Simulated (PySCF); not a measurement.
Sn(NH2)(SiH3) (H₅NSiSn), SMILES [NH2][Sn][SiH3] (connectivity only; charge and spin as stated), neutral, multiplicity 1. Atoms are numbered in the order given.

```xyz
8

Sn     0.3640    -0.5627     0.0000
N     -1.6292    -0.9406     0.0000
H     -2.0151    -1.8801     0.0000
H     -2.3658    -0.2412     0.0000
Si    -0.1246     2.0692     0.0000
H      0.4643     2.7505     1.2020
H     -1.5977     2.3716     0.0000
H      0.4643     2.7505    -1.2020
```

Coordinates come from a PBE0-D3(BJ)/def2-SVP optimisation. The def2 effective core potentials stand for the cores of Sn; spin–orbit coupling is left out. One conformer was computed; it need not be the lowest.

The numbers are results of PBE0-D3(BJ)/def2-SVP in PySCF, not measurements.

Frequencies are harmonic and unscaled.

Computed normal modes with their intensities:
```
mode  ν (cm⁻¹)  IR (km/mol)  Raman (Å⁴/amu)  depolarisation  moving atoms (share of kinetic energy)
----  --------  -----------  --------------  --------------  --------------------------------------
1           40          0.0             0.3            0.75                                  H 93 %
2          131          2.4             1.6            0.67         N 49 %, H 28 %, Si 14 %, Sn 9 %
3          268         13.6            31.7            0.31                 Si 71 %, Sn 20 %, H 9 %
4          336          4.6            12.2            0.75                                  H 94 %
5          429         13.4            13.3            0.70                         H 85 %, Si 13 %
6          439        209.2             1.6            0.75                          H 82 %, N 18 %
7          531          6.1             0.3            0.75                                  H 96 %
8          614         56.2            23.3            0.36                 N 75 %, H 13 %, Sn 11 %
9          681         37.3             1.0            0.70                          H 84 %, N 15 %
10         847        305.1             1.6            0.19                          H 91 %, Si 9 %
11         930         32.4            33.3            0.75                                  H 98 %
12         934         31.1            34.3            0.75                                  H 98 %
13        1516         15.9             7.5            0.70                          H 90 %, N 10 %
14        2170        112.5           225.7            0.04                                  H 98 %
15        2189        111.0           166.3            0.43                                  H 96 %
16        2192        111.0           151.3            0.75                                  H 96 %
17        3578         21.9           214.1            0.18                                  H 96 %
18        3695         31.6            84.5            0.71                           H 91 %, N 9 %
```
